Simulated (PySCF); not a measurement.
**Bond length, frequency and bond energy of NaCa by level of theory**

State: ²Σ⁺ (doublet), unpaired electrons σ ↑. Set-up: PySCF, no relativity, basis sets Na 6-31G(d,p), Ca 6-31G(d,p). De refers to Na + Ca in their ground configurations, without counterpoise correction. The functionals are run spin-unrestricted. A positive dipole means Na(−)Ca(+). Levels whose curve was spin-contaminated or gave no clean fit are not listed.

```json
{"Level": "ROHF-MP2", "Re (Å)": "3.984", "ωe (cm⁻¹)": "61.0", "De (eV)": "0.086", "μ (D)": "n/a", "CPU s a point (SCF and correlation, without the integrals)": "0.26"}
{"Level": "ROHF-SCS-MP2", "Re (Å)": "3.989", "ωe (cm⁻¹)": "59.1", "De (eV)": "0.075", "μ (D)": "n/a", "CPU s a point (SCF and correlation, without the integrals)": "n/a"}
{"Level": "ROHF-CCSD", "Re (Å)": "3.810", "ωe (cm⁻¹)": "85.0", "De (eV)": "0.139", "μ (D)": "n/a", "CPU s a point (SCF and correlation, without the integrals)": "n/a"}
{"Level": "ROHF-CCSD(T)", "Re (Å)": "3.782", "ωe (cm⁻¹)": "90.0", "De (eV)": "0.160", "μ (D)": "n/a", "CPU s a point (SCF and correlation, without the integrals)": "7.4"}
{"Level": "PBE", "Re (Å)": "3.624", "ωe (cm⁻¹)": "115", "De (eV)": "0.348", "μ (D)": "-0.58", "CPU s a point (SCF and correlation, without the integrals)": "0.64"}
{"Level": "BLYP", "Re (Å)": "3.652", "ωe (cm⁻¹)": "106", "De (eV)": "0.228", "μ (D)": "-0.31", "CPU s a point (SCF and correlation, without the integrals)": "0.42"}
{"Level": "r²SCAN", "Re (Å)": "3.688", "ωe (cm⁻¹)": "112", "De (eV)": "0.366", "μ (D)": "-1.08", "CPU s a point (SCF and correlation, without the integrals)": "0.86"}
{"Level": "TPSSh", "Re (Å)": "3.682", "ωe (cm⁻¹)": "114", "De (eV)": "0.365", "μ (D)": "-1.04", "CPU s a point (SCF and correlation, without the integrals)": "0.93"}
{"Level": "PBE0", "Re (Å)": "3.676", "ωe (cm⁻¹)": "110", "De (eV)": "0.291", "μ (D)": "-0.89", "CPU s a point (SCF and correlation, without the integrals)": "1.3"}
{"Level": "BHandHLYP", "Re (Å)": "3.740", "ωe (cm⁻¹)": "95.4", "De (eV)": "0.157", "μ (D)": "-0.55", "CPU s a point (SCF and correlation, without the integrals)": "0.5"}
{"Level": "ωB97X", "Re (Å)": "3.618", "ωe (cm⁻¹)": "115", "De (eV)": "0.193", "μ (D)": "-2.32", "CPU s a point (SCF and correlation, without the integrals)": "1.3"}
```

Which functional lies closest to ROHF-CCSD(T) in De, which farthest, and by how much do they differ from it?

Closest is BHandHLYP (-4.2 pm in Re, +6.0 % in ωe, -0.00 eV in De against ROHF-CCSD(T) in the same basis), farthest r²SCAN (-9.4 pm in Re, +24.4 % in ωe, +0.21 eV in De). CCSD(T) converges more slowly with the basis than the functionals do and binds too weakly in this one, so the order can change at the basis-set limit.

What does a quarter of exact exchange do here, going from PBE to PBE0?

PBE0 less PBE: +5.2 pm in Re, -4.3 % in ωe, -0.06 eV in De. Exact exchange removes part of the self-interaction that spreads semilocal densities, and in most molecules shortens and stiffens the bond and lowers De; here Re and ωe go the other way.

What does the step from GGA to meta-GGA do here, going from PBE to r²SCAN?

r²SCAN less PBE: +6.4 pm in Re, -2.6 % in ωe, +0.02 eV in De. 

Correlated steps freeze 6 core orbitals. The bond is weak. Basis-set superposition, not corrected here, can be much of De in a small basis, most of all at correlated wavefunction levels. Functionals without a dispersion term scatter widely for such bonds, and LDA overbinds them. The state was picked by a PBE0 search and need not be the measured ground state.

The whole job (state search and all levels along the bond) took about 3.2 min on 1 thread of Oxide Virtual Turin-like (shared host), peak memory 0.62 GiB.
